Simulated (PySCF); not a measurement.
# Simulated characterisation data

Calculated, not measured (PySCF): shieldings: GIAO PBE0/pcSseg-1, coordinates at the GFN2-xTB level. Fast rotation and ring inversion assumed for equivalent nuclei, no relativistic terms, single conformer, no solvent.

Referencing at the same level of theory: TMS for ¹H (31.72 ppm), ¹³C (186.93 ppm). Where no couplings were computed, multiplicities follow the n + 1 count of equivalent neighbours, and m marks all less simple cases (inequivalent or close neighbours, rings, F or P nearby). Shifts are as computed. Against solution values, carbons near 30 ppm lie about +3 ppm off and those near 130 ppm about +5 ppm. Of 1211 compounds with measured shifts, 218 miss one by over three times the rms of a fit or turn the order of signals round; such compounds aren't used in these exercises. OH and NH positions are gas-phase values without hydrogen bonding to other molecules.

**1.** `CC#C[Si](O)(O)C1CC1`, C₆H₁₀O₂Si. ¹H NMR (500 MHz, computed): δ 2.01 (s, 3H), 1.59 (br s, 2H), 0.55 (m, 2H), 0.14 (m, 2H), -0.08 (m, 1H). ¹³C{¹H} NMR (computed): δ 106.5, 87.7, 5.5, 2.9, 1.2.

**2.** `O=CO[C@]12CC[C@H](CC1)C2=O`, C₈H₁₀O₃. ¹H NMR (500 MHz, computed): δ 8.07 (s, 1H), 2.98 (m, 2H), 2.11 (m, 2H), 1.87 (m, 2H), 1.66 (m, 2H), 1.57 (m, 1H). ¹³C{¹H} NMR (computed): δ 212.6, 166.0, 81.5, 38.4, 29.7, 26.3.
